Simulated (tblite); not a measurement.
C6H7O2 (charge -1).
Atom-mapped SMILES: `[O:1]=[C:2]([O-:3])[C@@H:4]1[CH:5]=[CH:6][CH2:7][CH2:8]1` (hydrogens: H9 on C4; H10 on C5; H11 on C6; H12, H13 on C7; H14, H15 on C8)
Bond orders are those of one Lewis drawing.

Computed with GFN2-xTB (tblite), gas phase: Langevin dynamics at 200 K from the optimised GFN2-xTB geometry, time step 0.5 fs, friction 0.01 fs⁻¹, 2000 steps.

Start geometry:
```
atom  x, y, z in Å
O1      3.020    0.000    0.254
C2      2.038   -0.091   -0.483
O3      1.916   -0.602   -1.596
C4      0.695    0.611    0.123
C5      0.220   -0.178    1.275
C6     -0.978   -0.717    1.077
C7     -1.550   -0.329   -0.256
C8     -0.484    0.607   -0.858
H9      1.024    1.615    0.409
H10     0.840   -0.322    2.145
H11    -1.509   -1.377    1.748
H12    -2.524    0.165   -0.148
H13    -1.704   -1.213   -0.883
H14    -0.125    0.227   -1.818
H15    -0.882    1.613   -1.009
```

The statistics below take the 31 frames saved every 25 fs from 250 to 1000 fs; their kinetic temperature (all 3N coordinates) averages 197 K.

**Question.** Give the mean, spread and extremes of the bond lengths.

**Answer.** 
```
  bond  start (Å)  mean (Å)  standard deviation (Å)  shortest (Å)  longest (Å)
 O1=C2      1.231     1.238                   0.014         1.218        1.265
 C2–O3      1.230     1.237                   0.014         1.215        1.266
 C2–C4      1.632     1.632                   0.044         1.564        1.712
 C4–C5      1.475     1.477                   0.021         1.428        1.528
 C5=C6      1.328     1.330                   0.020         1.293        1.370
 C6–C7      1.501     1.508                   0.026         1.459        1.556
 C7–C8      1.541     1.540                   0.024         1.503        1.593
 C4–C8      1.534     1.535                   0.024         1.481        1.586
 C4–H9      1.094     1.100                   0.030         1.039        1.157
C5–H10      1.079     1.081                   0.018         1.044        1.114
C6–H11      1.081     1.081                   0.027         1.030        1.134
C7–H12      1.098     1.101                   0.026         1.053        1.144
C7–H13      1.095     1.102                   0.032         1.050        1.179
C8–H14      1.092     1.095                   0.020         1.061        1.133
C8–H15      1.093     1.094                   0.022         1.043        1.130
```

**Question.** Give the same statistics for bond angles, one of each kind among heavy atoms.

**Answer.** 
```csv
angle,start (°),mean (°),standard deviation (°),smallest (°),largest (°)
O1–C2–O3,130.7,130.4,2.5,126.2,134.6
O1–C2–C4,113.7,113.5,2.7,106.4,118.5
O3–C2–C4,115.6,115.9,2.1,110.8,119.0
C2–C4–C5,109.0,107.1,4.9,100.5,117.6
C2–C4–C8,113.2,113.3,3.9,106.3,122.5
C5–C4–C8,104.5,103.9,2.2,100.2,110.0
C4–C5–C6,113.0,112.6,2.1,107.9,116.0
C5–C6–C7,111.8,111.4,1.7,107.7,116.9
C6–C7–C8,103.9,103.1,1.8,98.1,105.6
C4–C8–C7,106.5,105.7,2.4,99.2,109.2
```

**Question.** How far does each atom move about its mean position (frames aligned on the start, all atoms weighted alike), and what rms force does it feel?

**Answer.** 
```csv
atom,rms displacement (Å),rms force (eV/Å)
O1,0.32,1.07
C2,0.20,1.47
O3,0.34,1.05
C4,0.09,1.45
C5,0.15,1.45
C6,0.10,1.90
C7,0.16,1.74
C8,0.15,1.46
H9,0.19,0.91
H10,0.25,0.66
H11,0.16,0.89
H12,0.38,0.85
H13,0.43,1.01
H14,0.37,0.68
H15,0.36,0.82
```

The displacements run from 0.09 to 0.43 Å, the largest at H13.

**Question.** Follow the torsion O1–C2–C4–C5 through every second one of these frames.

**Answer.** 
```csv
t (fs),O1–C2–C4–C5 (°)
250,-66
300,-61
350,-63
400,-63
450,-63
500,-63
550,-74
600,-84
650,-78
700,-66
750,-61
800,-61
850,-71
900,-76
950,-76
1000,-78
```

Largest departure from the start value over all these frames: O1–C2–C4–C5 15° (start -70°).

**Question.** How widely does the potential energy scatter, against a harmonic estimate?

**Answer.** Mean 0.36 eV above the start, standard deviation 0.075 eV, range 0.23 to 0.50 eV. For 39 classical harmonic modes at 200 K the canonical values are 39kT/2 = 0.34 eV and kT·√(39/2) = 0.076 eV.

The run is classical and short, so these are rough statistics of one trajectory.

The cost below is that of the whole dynamics run. On one thread of an Arm Neoverse V2, no GPU, shared host with 32 logical CPUs at a one-minute load of 16, this took 8.1 s wall and 0.18 GiB of memory at its peak.
